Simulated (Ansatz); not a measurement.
CH$_{5}$FN$_{2}$SSi. Charge 0, multiplicity 1. The bonds changed during the relaxation, so this is another structure than the one it started from.

```xyz
11

N    -0.896    0.157    0.683
C     0.266    0.591    0.215
S     0.894    2.143    0.771
N     0.934   -0.084   -0.670
Si    0.424   -1.747   -1.537
F    -0.394   -2.320   -0.171
H    -1.501    0.756    1.211
H    -1.157   -0.803    0.468
H     0.369    2.084    2.006
H     1.867    0.258   -0.848
H    -0.806   -1.036   -2.128
```

(1) Give the diagnostics of a CCSD(T)/def2-TZVPP run (frozen core, the Gaussian-basis code of Ansatz). (Best estimate.)

Results:

(1) The calculation gave: T1 = 0.0150, largest single amplitude 0.026, largest double 0.032, (T) share of the correlation energy 4.1 %, 12 CCSD cycles. The RHF solution is stable towards an unrestricted one. T1 lies under the customary mark of 0.02 for closed shells.
